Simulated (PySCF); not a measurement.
F5Mo, charge +1, multiplicity 1. Atoms are numbered in the order given.

```xyz
6

Mo     0.0000     0.0000     0.0000
F      0.0000     0.0000     1.7876
F      0.0000     0.0000    -1.7876
F     -1.7583     0.0000     0.0000
F      0.8792     1.5228     0.0000
F      0.8792    -1.5228     0.0000
```
Charge +1, spin multiplicity 1.

Geometry: PBE0-D3(BJ)/def2-SVP. The multiplicity is an assumed one; no other spin state was optimised. The isomer is the one that the SMILES or the coordinates give; other isomers of the formula were not compared. The def2 effective core potentials stand for the cores of Mo; spin–orbit coupling is left out.

Method: PBE/def2-TZVP (PySCF).

Symmetry labels are those of the subgroup C2v that the program uses (full group D3h).

Computed valence orbital energies around the gap with their symmetry:
```csv
orbital,symmetry,energy (eV)
HOMO−7,B1,-18.53
HOMO−6,B2,-18.49
HOMO−5,B1,-18.40
HOMO−4,A1,-17.77
HOMO−3,B1,-17.77
HOMO−2,B2,-17.61
HOMO−1,A2,-17.37
HOMO,B2,-17.37
LUMO,A2,-12.54
LUMO+1,B2,-12.54
LUMO+2,B1,-10.93
LUMO+3,A1,-10.93
```
